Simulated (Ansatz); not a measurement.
The same path of C₂H₄NSi (8 atoms, charge 0, multiplicity 2) was run twice with different band settings. The coordinate that changes most is the dihedral H5–C1–Si2–C3.

Method: Ansatz, UKS PBE0-D4/def2-SVP.

Relaxed end points:

```xyz
8
Properties=species:S:1:pos:R:3
C -0.647 0.923 -0.359
Si 0.064 -0.290 0.878
C 1.501 -1.191 0.145
N 2.457 -1.707 -0.270
H 0.124 1.633 -0.691
H -1.474 1.490 0.092
H -1.030 0.386 -1.242
H -0.903 -1.302 1.391
```

```xyz
8
Properties=species:S:1:pos:R:3
C -0.385 1.062 -0.357
Si 0.523 -0.136 0.759
C 0.788 -1.749 -0.103
N 1.037 -2.740 -0.658
H -0.499 2.036 0.140
H -1.387 0.673 -0.600
H 0.168 1.211 -1.296
H -0.150 -0.414 2.060
```

Common settings: movable images 5; climbing image yes; spring 5.0 eV/Å²; start path IDPP; force threshold 0.03 eV/Å; iteration limit 60; end points relaxed.

| run | optimiser | largest step |
| --- | --- | --- |
| 1 | quadratic models (default) | default |
| 2 | lbfgs | 0.02 Å |

Problem. What does each run give, and how far can it be trusted?

Solution. Run 1: converged after 3 iterations, highest image 0.048 eV above the first end. A vibrational analysis at the climbing image gives one clearly imaginary mode, 138i cm⁻¹: a first-order saddle point.
Run 2: converged after 24 iterations, highest image 0.048 eV above the first end. Another band between the same ends (5 images) ends at a top of the same energy, where a vibrational analysis finds 1 clearly imaginary mode.
